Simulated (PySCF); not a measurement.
Species: C4H2F3 (doublet state).
Structure used (GFN2-xTB), in Å, numbered top down from 1:
```
atom  x, y, z in Å
C1     1.5239    0.8860    0.8798
C2     0.4847    0.2081    0.5412
C3    -0.6086   -0.5055    0.2164
F4    -1.2157   -1.2416    1.1792
C5    -1.1863   -0.5642   -1.0380
F6    -2.2613   -1.2719   -1.3507
F7    -0.7076    0.1086   -2.0817
H8     1.4585    1.9053    1.2401
H9     2.5261    0.4811    0.8158
```

The hyperfine couplings belong to this conformer and change with its torsions.

As a line formula: `[C](C(F)=C(F)F)=C` [radical].

Level of theory: UKS B3LYP, pcH-1 on C F H, non-relativistic, mean-field spin-orbit, GIAO (PySCF 2.14.0). Isolated species at its GFN2-xTB geometry, gas phase. Couplings are sensitive to structure, and on GFN2-xTB geometries they can be far from those on DFT ones. The SCF solution wasn't tested for stability. ⟨S²⟩ is 0.777 where a pure state has 0.75.

Question: Where do the isotropic ENDOR lines of F6, F7, F4 and H8/H9 fall at 3348.3 mT, to first order?

Answer: For S = 1/2 in fast tumbling each set of equivalent nuclei gives two lines, ν± = |νn ± a/2| to first order, with νn = g_N μN B/h and μN/h = 7.62259 MHz/T.

```json
{"nuclei": "F6", "isotope": "19F", "g_N": "5.2577", "νn (MHz)": "134.19", "a_iso (MHz)": "105.19", "lower line (MHz)": "81.60", "upper line (MHz)": "186.79"}
{"nuclei": "F7", "isotope": "19F", "g_N": "5.2577", "νn (MHz)": "134.19", "a_iso (MHz)": "93.54", "lower line (MHz)": "87.42", "upper line (MHz)": "180.96"}
{"nuclei": "F4", "isotope": "19F", "g_N": "5.2577", "νn (MHz)": "134.19", "a_iso (MHz)": "-23.21", "lower line (MHz)": "122.59", "upper line (MHz)": "145.80"}
{"nuclei": "H8/H9", "isotope": "1H", "g_N": "5.5857", "νn (MHz)": "142.56", "a_iso (MHz)": "114.47", "lower line (MHz)": "85.33", "upper line (MHz)": "199.80"}
```

Question: Which pairs are centred on the nuclear Larmor frequency, and which on half the coupling?

Answer: Centred on νn, since |a| < 2νn: F6, F7, F4 and H8/H9. No pair has |a| > 2νn.

Question: At what field would the lower line of F7 fall to zero frequency?

Answer: Where νn = |a|/2, that is B = 46.77 MHz/(5.2577 × 7.62259 MHz/T) = 1170 mT, as far as first order holds there.

Class means assume fast exchange of nuclei equivalent by connectivity; if that motion is slow, each nucleus keeps its own coupling.

Largest spin populations (Mulliken): C2 (+0.60), C5 (+0.56), C3 (-0.21) and C1 (-0.12). The positive populations add up to 1.34 and the negative ones to -0.34, together 2S = 1.
